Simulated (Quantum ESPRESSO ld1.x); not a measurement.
Task: These are the eigenvalues of the occupied orbitals of an atom or ion with whole-number occupations (eV). Calculated with ld1.x of Quantum ESPRESSO 7.5: scalar-relativistic Kohn-Sham, PBE, spin-unpolarised, spherical densities, point nucleus.

| orbital | eigenvalue |
|---|---|
| 1s | -85646.1 |
| 2s | -15254.9 |
| 2p | -13118.8 |
| 3s | -3646.76 |
| 3p | -3032.11 |
| 3d | -2396.12 |
| 4s | -819.598 |
| 4p | -618.174 |
| 4d | -382.300 |
| 5s | -138.281 |
| 4f | -121.303 |
| 5p | -83.3887 |
| 5d | -22.7549 |
| 6s | -16.3090 |

Which element is it, and in what charge state? The configuration may be excited.

Result: Z = 81, thallium, charge +1: Tl+ in [Hg]. The list shows which subshells hold electrons but not how many an open one holds; the 1s level, -3147.4 hartree, gives Z - s = 79.3 by -(Z - s)^2/2, which with screening and relativity narrows Z to a few neighbours, and the depths of the outer levels then fix element, charge and occupations together.
